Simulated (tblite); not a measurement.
Write Cartesian coordinates for `O=C1[CH+][CH]C[C@@H]1OC(F)F` [radical] as optimised with GFN2-xTB. (Charge +1 and doublet state.)

```xyz
16
C6H6F2O2 angstrom
O      0.9066    1.5228    1.1751
C      0.0365    1.1750    0.4569
C     -1.2574    1.6696    0.0687
C     -1.9699    0.7591   -0.6155
C     -1.2528   -0.5169   -0.8165
C      0.1755   -0.2382   -0.3623
O      0.6782   -1.1934    0.4640
C      2.0156   -1.1298    0.8217
F      2.3539   -2.2867    1.3470
F      2.7827   -0.8851   -0.2457
H     -1.5492    2.6699    0.3510
H     -2.9788    0.9096   -0.9689
H     -1.2888   -0.8627   -1.8549
H     -1.6985   -1.3124   -0.2084
H      0.8538    0.0364   -1.1878
H      2.1848   -0.3083    1.5640
```

Orientation and origin are arbitrary. Atoms count from 1 in this order. Of the pairs four or more bonds apart, O1···H16 is among the closest relative to their van der Waals radii: 2.27 Å, 83 % of the sum of Bondi's values. C3 (carbon bonded to 2 C and H) is planar (angles 128.2°, 119.4° and 112.4°, sum 360.0°, 0.01 Å off the plane of its three neighbours). The 5-membered ring C2–C3–C4–C5–C6 has internal angles of 103.1° to 113.4°; it is puckered, 0.07 Å rms from its mean plane, widest ring torsion 15°. The C–O distances run from 1.181 Å (O1=C2, drawn double in one of several resonance forms) to 1.386 Å (O7–C8, drawn single), a spread of 0.205 Å.

Bonds between heavy atoms (Å): O1=C2 1.181, C2–C3 1.439, C3–C4 1.343, C4–C5 1.477, C5–C6 1.524, C6–O7 1.359, O7–C8 1.386, C8–F9 1.315, C8–F10 1.337, C2–C6 1.639.

Structure optimised with GFN2-xTB, isolated species. This method treats the open shell by occupation alone, without spin polarisation.

Point group: C1 (no symmetry element, even within 0.4 Å). Its GFN2-xTB frequencies are all real (lowest 51 cm⁻¹). Torsions: C5–C6–O7–C8 173°, C6–O7–C8–F9 -166°, O1–C2–C3–C4 -169°, C2–C3–C4–C5 -1°, C3–C4–C5–C6 -10°, C4–C5–C6–O7 133°. 2 starts were optimised and ended at 0.00 and 4.51 kcal/mol (GFN2-xTB); the lowest of these is shown.

One conformer stands for the species.

The numbers are calculated, not measured.
